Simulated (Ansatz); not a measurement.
`[SiH3][N]([SiH3])[Sn][Cl]` + H–F → `[F][Sn][Cl]` + `[SiH3]N[SiH3]` at 600 K and 1 bar (ligand exchange at the Sn–N bond).

Program: Ansatz. Geometries: PBE0-D4/def2-TZVP. ΔE: electronic, gas phase. CCSD(T)/CBS adds triple-zeta CCSD(T) − MP2 to the extrapolated MP2 energy (def2 sets, frozen cores). This one scheme is used for every species. Elements past krypton have def2 core potentials. For Sn outer-core shells are correlated without core-valence functions, which leaves a few kJ/mol of doubt a bond. One conformer a species, not always the lowest.

```
                    species  CCSD(T)/CBS energy (Eh)  H − E (kJ/mol)  S (J/(mol·K))
`[SiH3][N]([SiH3])[Sn][Cl]`              -1310.39360           226.0          519.3
                        H–F               -100.39570            42.3          194.0
              `[F][Sn][Cl]`               -773.69640            36.1          338.0
            `[SiH3]N[SiH3]`               -637.10515           230.1          420.5
```

H − E and S are ideal-gas, rigid-rotor, harmonic terms from PBE0-D4/def2-TZVP, for one conformer and one mirror image of each species. 1 Eh = 2625.50 kJ/mol, R = 8.31446 J/(mol·K).

Q: By hand: ΔE, ΔH, ΔS and ΔG.

A: ΔE = (-773.69640) + (-637.10515) − (-1310.39360) − (-100.39570) = -0.01225 Eh = -32.2 kJ/mol. Δ(H − E) = 36.1 + 230.1 − 226.0 − 42.3 = -2.1, so ΔH = -34.3 kJ/mol. ΔS = 338.0 + 420.5 − 519.3 − 194.0 = 45.2 J/(mol·K). ΔG = -34.3 − 600 × (45.2)/1000 = -61.4 kJ/mol.

Q: By hand: the equilibrium constant, and the temperature at which ΔG would vanish if ΔH and ΔS stayed fixed.

A: log₁₀ K = −ΔG/(RT ln 10) = 5.3. ΔH and −TΔS have one sign here, so there is no such temperature.

TΔS isn't small against ΔH here. A doubt of 5 kJ/mol in ΔE shifts log₁₀ K by 0.4 here. Other conformers and mirror images would add mixing entropy, several J/(mol·K) or more a flexible species. Modes under 60 cm⁻¹, often nearly free rotors, make the harmonic entropy too high. These are equilibria of isolated gas molecules and say nothing of rates. Largest T1 diagnostic: 0.016 (customary marks: 0.02 for closed shells, 0.045 for open ones).
